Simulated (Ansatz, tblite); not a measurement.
Spin states of the cluster Cd₂F₂⁺ (the lowest doublet isomer of a short search), each relaxed with r2SCAN-D4/def2-TZVP in Ansatz. Electronic energies in the gas phase.

In the def2 sets Cd takes a core potential, while STO-3G treats all electrons; there is no spin–orbit coupling. The xTB rows come from tblite. LC-ωPBE has ω = 0.4 bohr⁻¹. B3LYP takes the VWN-RPA correlation. Correlated methods freeze 2 core orbitals; core or outer-core shells of Cd are correlated, in sets that lack core-valence functions. The rows differ in basis, and correlated rows in double-zeta sets carry the largest basis error. In CCSD on the charge 1 quartet the largest single amplitude is 0.30, so its Hartree–Fock determinant may place the open shell otherwise than the density functionals do. In the quartet, F3 and F4 lie 1.99 Å apart (atoms count from 1), so these atoms are partly bonded to each other. The structure comes from a short search, and lower isomers may exist.

Doublet geometry (C∞v within 0.1 Å):

Cartesian coordinates in Å:
```
Cd -0.765 0.113 -0.749
Cd 2.223 -0.327 2.168
F 0.677 -0.096 0.633
F -2.135 0.310 -2.052
```

Quartet geometry (D2h within 0.1 Å):

```xyz
4

Cd    0.391    1.761   -1.158
Cd   -0.390   -1.761    1.157
F     0.539   -0.540   -0.638
F    -0.540    0.541    0.639
```

⟨S²⟩: doublet 0.75 at PBE0-D4/def2-TZVP (pure 0.75), quartet 3.76 at PBE0-D4/def2-TZVP (pure 3.75).

Only these spin states were relaxed. The quartet has other bonds than the doublet, so the gap mixes isomer and spin.

```json
{"level": "GFN1-xTB", "quartet − doublet (kJ/mol)": "242.0", "lowest of these": "doublet"}
{"level": "HF/STO-3G", "quartet − doublet (kJ/mol)": "363.7", "lowest of these": "doublet"}
{"level": "HF/def2-SVP", "quartet − doublet (kJ/mol)": "279.4", "lowest of these": "doublet"}
{"level": "HF/def2-TZVP", "quartet − doublet (kJ/mol)": "284.2", "lowest of these": "doublet"}
{"level": "r2SCAN-D4/def2-TZVP", "quartet − doublet (kJ/mol)": "278.6", "lowest of these": "doublet"}
{"level": "B97M-V/def2-TZVP", "quartet − doublet (kJ/mol)": "292.1", "lowest of these": "doublet"}
{"level": "B3LYP-D4/def2-TZVP", "quartet − doublet (kJ/mol)": "288.5", "lowest of these": "doublet"}
{"level": "PBE0-D4/def2-TZVP", "quartet − doublet (kJ/mol)": "296.1", "lowest of these": "doublet"}
{"level": "LC-ωPBE/def2-TZVP", "quartet − doublet (kJ/mol)": "334.0", "lowest of these": "doublet"}
{"level": "MP2/def2-SVP", "quartet − doublet (kJ/mol)": "378.6", "lowest of these": "doublet"}
{"level": "MP2/def2-TZVP", "quartet − doublet (kJ/mol)": "413.2", "lowest of these": "doublet"}
{"level": "CCSD/def2-SVP", "quartet − doublet (kJ/mol)": "324.1", "lowest of these": "doublet"}
```

The xTB methods have no spin-polarisation term.
